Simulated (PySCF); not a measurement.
These 2 structures share the formula C3H8OSSi. Computed with PySCF 2.14.0, PBE0-D3(BJ)/def2-SVP geometry optimisation, gas phase. One conformer each; no zero-point energy, no entropy. No frequencies were run at this level. Point groups hold within 0.08 Å.

Question: Rank from lowest to highest electronic energy at this level (kcal/mol).
A. `[SH:1][C@@H:2]1[CH2:3][O:4][SiH2:5][CH2:6]1` with H–S1–C2–C3 43°, S1–C2–C3–O4 -78°, C2–C3–O4–Si5 -31°, C3–O4–Si5–C6 7°, O4–Si5–C6–C2 18°
B. `[CH3:1][C:2](=[S:3])[CH2:4][O:5][SiH3:6]` with C1–C2–C4–O5 -5°, C2–C4–O5–Si6 180°

Answer: A (0.0), B (21.3).

As drawn, the lower has an S–H bond and an Si–C bond, which the higher lacks; the higher has a C=S bond, which the lower lacks.

```json
{"SMILES": "S[C@@H]1CO[SiH2]C1", "E (Eh)": "-881.23778", "E rel (kcal/mol)": "0.0", "dipole (D)": "1.68", "point group": "C1", "A, B, C (MHz)": "3886, 1779, 1625"}
{"SMILES": "CC(=S)CO[SiH3]", "E (Eh)": "-881.20377", "E rel (kcal/mol)": "21.3", "dipole (D)": "2.40", "point group": "near Cs", "A, B, C (MHz)": "6433, 945.6, 841.3"}
```
